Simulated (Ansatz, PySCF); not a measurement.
Bond stretch in SMILES [SeH2]. The Se1–H3 bond (Se1 also carries H; H3 carries nothing else) is pulled apart rigidly from the PBE0/def2-TZVP optimised geometry.

- UHF/cc-pVTZ (PySCF)
- RHF/cc-pVTZ (PySCF)
- UKS-CAM-B3LYP = unrestricted CAM-B3LYP/cc-pVTZ in PySCF
- RKS-CAM-B3LYP = restricted CAM-B3LYP/cc-pVTZ (PySCF)
- UKS-BHandHLYP = unrestricted BHandHLYP/cc-pVTZ in PySCF 2.14.0
- RKS-BHandHLYP = restricted BHandHLYP/cc-pVTZ (PySCF 2.14.0)
- UKS-PBE = unrestricted PBE/cc-pVTZ in Ansatz (a first-principles code)
- RKS-PBE = restricted PBE/cc-pVTZ in Ansatz
- UKS-B3LYP/6-31G* = unrestricted B3LYP/6-31G*, spherical d run with PySCF 2.14.0
- RKS-B3LYP/6-31G* = restricted B3LYP/6-31G*, spherical d (PySCF)
- UKS-M06-2X/6-31G* = unrestricted M06-2X/6-31G*, spherical d (PySCF)
- RKS-M06-2X/6-31G* = restricted M06-2X/6-31G*, spherical d in PySCF 2.14.0
- UKS-B3LYP/3-21G = unrestricted B3LYP/3-21G run with PySCF
- RKS-B3LYP/3-21G = restricted B3LYP/3-21G (PySCF)

Scanned distances (Å): 1.17, 1.26, 1.33, 1.39, 1.41, 1.47, 1.52, 1.58, 1.62, 1.68, 1.85, 1.99, 2.19, 2.44, 2.63, 2.92, 3.28, 3.58, 3.97, 4.47, 5.17.

Where does the unrestricted solution first break spin symmetry (<S²> of 0.01 or more)?

UHF: between 1.85 and 1.99 Å; UKS-CAM-B3LYP: between 1.99 and 2.19 Å; UKS-BHandHLYP: between 1.99 and 2.19 Å; UKS-PBE: between 2.44 and 2.63 Å; UKS-B3LYP/6-31G*: between 2.19 and 2.44 Å; UKS-M06-2X/6-31G*: between 1.99 and 2.19 Å; UKS-B3LYP/3-21G: between 2.19 and 2.44 Å.

```csv
R / Å,<S²> UHF,E(RHF) − E(UHF) / kJ/mol,<S²> UKS-CAM-B3LYP,E(RKS-CAM-B3LYP) − E(UKS-CAM-B3LYP) / kJ/mol,<S²> UKS-BHandHLYP,E(RKS-BHandHLYP) − E(UKS-BHandHLYP) / kJ/mol,<S²> UKS-PBE,E(RKS-PBE) − E(UKS-PBE) / kJ/mol,<S²> UKS-B3LYP/6-31G*,E(RKS-B3LYP/6-31G*) − E(UKS-B3LYP/6-31G*) / kJ/mol,<S²> UKS-M06-2X/6-31G*,E(RKS-M06-2X/6-31G*) − E(UKS-M06-2X/6-31G*) / kJ/mol,<S²> UKS-B3LYP/3-21G,E(RKS-B3LYP/3-21G) − E(UKS-B3LYP/3-21G) / kJ/mol
1.17,0.00,0.0,0.00,0.0,0.00,0.0,0.00,0.0,0.00,0.0,0.00,0.0,0.00,0.0
1.26,0.00,0.0,0.00,0.0,0.00,0.0,0.00,0.0,0.00,0.0,0.00,0.0,0.00,0.0
1.33,0.00,0.0,0.00,0.0,0.00,0.0,0.00,0.0,0.00,0.0,0.00,0.0,0.00,0.0
1.39,0.00,0.0,0.00,0.0,0.00,0.0,0.00,0.0,0.00,0.0,0.00,0.0,0.00,0.0
1.41,0.00,0.0,0.00,0.0,0.00,0.0,0.00,0.0,0.00,0.0,0.00,0.0,0.00,0.0
1.47,0.00,0.0,0.00,0.0,0.00,0.0,0.00,0.0,0.00,0.0,0.00,0.0,0.00,0.0
1.52,0.00,0.0,0.00,0.0,0.00,0.0,0.00,0.0,0.00,0.0,0.00,0.0,0.00,0.0
1.58,0.00,0.0,0.00,0.0,0.00,0.0,0.00,0.0,0.00,0.0,0.00,0.0,0.00,0.0
1.62,0.00,0.0,0.00,0.0,0.00,0.0,0.00,0.0,0.00,0.0,0.00,0.0,0.00,0.0
1.68,0.00,0.0,0.00,0.0,0.00,0.0,0.00,0.0,0.00,0.0,0.00,0.0,0.00,0.0
1.85,0.00,0.0,0.00,0.0,0.00,0.0,0.00,0.0,0.00,0.0,0.00,0.0,0.00,0.0
1.99,0.25,5.6,0.00,0.0,0.00,0.0,0.00,0.0,0.00,0.0,0.00,0.0,0.00,0.0
2.19,0.60,43.5,0.04,0.1,0.17,2.3,0.00,0.0,0.00,0.0,0.10,0.6,0.00,0.0
2.44,0.81,111.3,0.47,18.5,0.55,29.1,0.00,0.0,0.31,6.1,0.57,26.1,0.29,5.3
2.63,0.90,164.7,0.68,45.3,0.74,60.0,0.45,7.7,0.57,23.4,0.75,59.1,0.56,22.3
2.92,0.96,239.9,0.86,92.0,0.89,110.3,0.77,34.7,0.81,58.4,0.90,113.3,0.80,58.1
3.28,0.99,317.3,0.95,145.8,0.96,165.5,0.92,69.8,0.93,100.5,0.97,172.5,0.93,102.4
3.58,1.00,368.5,0.98,182.8,0.99,202.2,0.96,93.2,0.97,129.1,—,—,0.97,132.9
3.97,1.01,420.2,1.00,220.0,1.00,238.1,0.99,114.8,0.99,156.7,1.00,—,0.99,162.4
4.47,1.01,467.5,1.00,253.6,1.00,269.4,1.00,131.5,1.00,179.5,1.00,—,1.00,186.1
5.17,1.01,510.0,1.00,282.7,1.00,295.4,1.00,142.7,1.00,196.4,1.00,—,1.00,202.2
```

A dash means that the run gave no value there, or that the column was ended at a point which the program doubted or which failed a test of continuity chosen for this set; such a test can also cut sound points.
